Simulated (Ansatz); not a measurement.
```yaml
crystal:
  periodic: [false, false, false]
  atoms:
    - {symbol: C, position_ang: [-1.397695, -1.102081, 1.508212]}
    - {symbol: N, position_ang: [-0.436316, -0.308420, 0.829601]}
    - {symbol: W, position_ang: [0.079503, 0.897314, -0.325480]}
    - {symbol: C, position_ang: [1.178504, -0.225976, -1.749950]}
    - {symbol: O, position_ang: [-1.268340, 1.528634, -1.166665]}
    - {symbol: O, position_ang: [1.181956, 2.223556, 0.460487]}
    - {symbol: H, position_ang: [-2.415965, -0.896139, 1.160077]}
    - {symbol: H, position_ang: [-1.186734, -2.164156, 1.345016]}
    - {symbol: H, position_ang: [-1.354653, -0.920442, 2.587144]}
    - {symbol: H, position_ang: [1.539177, 0.439908, -2.540378]}
    - {symbol: H, position_ang: [0.557887, -0.999510, -2.206961]}
    - {symbol: H, position_ang: [2.032416, -0.710914, -1.268965]}
    - {symbol: H, position_ang: [1.490239, 2.238206, 1.367872]}
basis:
  gaussian: {orbitals: def2-mTZVPP}
hamiltonian: {xc: {name: PBE1PBE}}
```

```sh
$ ansatz run in.yaml --threads 4 --pin off --events-out ev --progress --plain --max-ram 11315MiB
```

**Question.** How does Ansatz answer? (Estimate.)

**Answer.** Computed: The program refused the input.
```
Error: YAML parse error: error: line 19 column 19: hamiltonian.xc: no functional is named "PBE1PBE"; the names, which are not case-sensitive, are SVWN5, SPW92, PBE, PBE0, PBEsol, revPBE, revPBE0, RPBE, rPW86-PBE, HSE06, wPBEh, LC-wPBE, HISS, HF, BLYP, B3LYP, B3LYP5, BHLYP, CAM-B3LYP, r2SCAN, r2SCANh, r2SCAN0, r2SCAN50, m-r2SCAN, B97, wB97, wB97X, wB97X-V, B97M-V, wB97M-V, B2PLYP, B2GP-PLYP, PBE0-DH, PBE-QIDH
17 | basis:
18 |   gaussian: {orbitals: def2-mTZVPP}
19 | hamiltonian: {xc: {name: PBE1PBE}}
```

HSE06 is defined as in plane-wave codes.
